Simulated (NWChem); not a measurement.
System: AgH$_{2}$OF; SMILES [Ag](<-[OH2])[F]

Computed with NWChem. def2 effective core potentials on Ag; no spin-orbit coupling. Each level has its own optimisation; frequencies are unscaled.

| level | r Ag–F (Å) | r Ag–O (Å) | r H–O (Å) | highest harmonic frequency (cm⁻¹) | lowest (cm⁻¹) | zero-point energy (kcal/mol) |
|---|---|---|---|---|---|---|
| B3LYP/3-21G (all-electron, non-relativistic) | 1.970 | 2.159 | 0.988 | 3666 | 105 | 15.4 |
| Hartree-Fock/STO-3G (all-electron, non-relativistic) | 1.693 | 1.914 | 0.978 | 4467 | 207 | 19.7 |
| PBE0/def2-SVP (core potentials) | ___ | ___ | ___ | ___ | ___ | ___ |

Question: Complete the blanks.

Answer: 
- PBE0/def2-SVP (core potentials), r Ag–F (Å): 1.951
- PBE0/def2-SVP (core potentials), r Ag–O (Å): 2.186
- PBE0/def2-SVP (core potentials), r H–O (Å): 0.965
- PBE0/def2-SVP (core potentials), highest harmonic frequency (cm⁻¹): 3948
- PBE0/def2-SVP (core potentials), lowest (cm⁻¹): 110
- PBE0/def2-SVP (core potentials), zero-point energy (kcal/mol): 16.4
